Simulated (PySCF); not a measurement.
## Correlation energy of Te³⁺ (tellurium, charge +3)

[Kr] 4d10 5s2 5p1, 2P determinant. All numbers are calculated (PySCF 2.14, the spin-free X2C one-electron Hamiltonian (Gaussian nucleus), in aug-cc-pwCVTZ-DK3 (10s9p7d4f1g, 109 functions)). Frozen: [Kr] 4d10; 3 electrons correlated.

| level | correlation energy (mhartree) |
| --- | --- |
| CCSD | -48.45 |
| (T) | -0.59 |
| CCSD(T) | -49.04 |

Diagnostics: T1 = 0.0074, D1 = 0.0170, largest double amplitude 0.092.

Cost of the coupled-cluster step: of the order of 50 core-seconds, for 3 correlated electrons.
